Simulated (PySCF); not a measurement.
NICS in one family of compounds.

Probes without a nucleus sit at each ring's centroid and 1 Å off its mean plane on both sides; NICS is minus the shielding there, NICSzz its component along the normal. Level: GIAO PBE0/pcSseg-1 (PySCF, non-relativistic, gas phase) on the GFN2-xTB geometries, one conformer each. Atom numbers follow the mapped SMILES.

Task: Order these rings by mean NICS(1)zz, lowest (most negative) first (ppm).
A. ring C2–N3–N4–N6–C7 in `[CH3:1][c:2]1[n:3][n:4]([CH3:5])[n:6][c:7]1[CH:8]([CH3:9])[CH3:10]`
B. ring C2–N3–N4–N6–C7 in `[CH3:1][c:2]1[n:3][n:4]([CH3:5])[n:6][c:7]1[F:8]`
C. ring C2–N3–N4–N6–C7 in `[CH3:1][c:2]1[n:3][n:4]([CH3:5])[n:6][c:7]1[SiH3:8]`

Result: C (-32.1), A (-30.2), B (-28.8).

| SMILES | ring | NICS(0) | NICS(1) | NICS(1)zz | HOMA | rms pucker (Å) | ring atoms with four or more neighbours |
| --- | --- | --- | --- | --- | --- | --- | --- |
| Cc1nn(C)nc1[SiH3] | 5-membered ring with 3 N; formal bonds all aromatic | -12.3 | -13.2 | -32.1 | 0.97 | 0.00 | 0 |
| Cc1nn(C)nc1C(C)C | 5-membered ring with 3 N; formal bonds all aromatic | -12.2 | -12.8 | -30.2 | 0.98 | 0.00 | 0 |
| Cc1nn(C)nc1F | 5-membered ring with 3 N; formal bonds all aromatic | -13.3 | -12.2 | -28.8 | 0.99 | 0.00 | 0 |

NICS(0) gives another order. The isotropic NICS(1) gives the same order. HOMA uses Krygowski's 1993 parameters. NICS(1) and NICS(1)zz are means over the two faces.
